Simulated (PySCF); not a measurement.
Gas-phase reaction: SnH₂ + Br₂ ⇌ SnBr₂ + 2 H

Method: PySCF energies plus ideal-gas RRHO corrections (1 bar). † marks an energy on the PBE0/def2-TZVP geometry and frequencies; other levels use their own. CCSD(T) freezes the core. Open shells (unrestricted): H (multiplicity 2); the rest are closed-shell singlets. Sn: scalar-relativistic def2 core potential, no spin-orbit coupling. Br: all electrons, no relativistic terms. SnH₂: computed as isolated molecules; such fragments, hydroxides, amides, oligomers or adducts are transient or little studied in the gas. CCSD(T) isn't extrapolated to the basis-set limit; its ΔH°(298 K) is 30.4 kJ in def2-SVP and 46.8 kJ in def2-TZVPP. The harmonic model lacks anharmonicity and excited electronic states, which grow with temperature; levels with a mode under 35 cm⁻¹ are left out. Soft modes under 120 cm⁻¹ make the harmonic entropy rough for SnBr₂.

```csv
level,"ΔE electronic, kJ","ΔH°(298 K), kJ","ΔS°(298 K), J/K","ΔG°(600 K), kJ"
CCSD(T)/def2-SVP†,47,30,84,-23
PBE0/def2-SVP†,36,19,84,-34
PBE0/def2-TZVP,41,24,84,-29
ωB97M-V/def2-TZVP†,62,45,84,-8
ωB97X-V/def2-TZVP†,58,41,84,-12
```
ΔH° is lowest at PBE0/def2-SVP† and highest at ωB97M-V/def2-TZVP†. No reference value is set beside these.
